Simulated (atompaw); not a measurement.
# Before and after: PAW (atompaw) potential for antimony (Sb)

```json
{
 "Element": "antimony",
 "Generator": "atompaw 4.2.0.5",
 "Type": "PAW",
 "Functional": "PBE",
 "Relativity": "scalar-relativistic",
 "Frozen core": "[Kr] 4d10",
 "Valence charge": "5",
 "Reference configuration": "5s2 5p2 (charge +1)",
 "Partial waves": "5s (bound): rc 2.00 bohr; 5s channel at -0.1 Ry: rc 2.00 bohr; 5p (bound): rc 2.00 bohr; 5p channel at 3.65 Ry: rc 1.95 bohr; 5d channel at -0.05 Ry: rc 1.75 bohr",
 "Local potential": "ultrasoft scheme with l = 3 at -0.5 Ry, radius 1.35 bohr",
 "Core correction": "smooth core density matched at 1.10 bohr",
 "Augmentation charge": "sinc compensation charge, radius 1.50 bohr; PAW radius 2.00 bohr; waves and projectors: custom polynom2 7 10 vanderbiltortho"
}
```

All-electron outer shells of the reference configuration (PBE, scalar-relativistic, ld1.x):

```csv
shell,level (eV),outermost node (bohr),outermost maximum (bohr)
5s,-20.64,0.95,1.88
5p,-11.99,1.04,2.24
```

Change: local potential bessel scheme, radius 1.35 bohr.

Cutoffs: the cutoffs (Ry, on a coarse ladder) from which the occupation-weighted sum of valence levels, in a spherical-Bessel basis at the reference potential, stays within 10 and 1 mRy of its value at 400 Ry; they do not see the model core or the augmentation charge, which bear on the density cutoff.

Question: What does the change do?

Answer: The potential gets softer (15 Ry and 21 Ry → 15 Ry and 18 Ry); the bound ghosts move from d, p, s to s. A state that the projectors do not describe sees the local part alone, so a deeper or shallower local part can create or remove a ghost.

| quantity | base | changed |
| --- | --- | --- |
| cutoff, loose | 15 Ry | 15 Ry |
| cutoff, tight | 21 Ry | 18 Ry |
| loose cutoff by channel (10 mRy a level) | s 12 Ry, p 6 Ry | s 15 Ry, p 6 Ry |
| bound ghosts | s, p, d | s |
| s: phases at 2.01 bohr within 0.05 rad from the reference energy up to (Ry; the scan ends near 5) | to the end of the scan | to the end of the scan |
| p: phases at 2.01 bohr within 0.05 rad from the reference energy up to (Ry; the scan ends near 5) | to the end of the scan | n/a |
| d: phases at 2.01 bohr within 0.05 rad from the reference energy up to (Ry; the scan ends near 5) | 0.7 | 0.4 |
| lowest overlap eigenvalue by channel | s 0.04, p 0.12, d 1.00 | s 0.06, p 0.18, d 1.00 |

 A true bound ghost makes a file unfit for plane-wave use even where its test errors are small: the radial tests pick states by their node count and pass the ghost by. The cutoffs see the waves, projectors and local potential, not the compensation charge or the core.
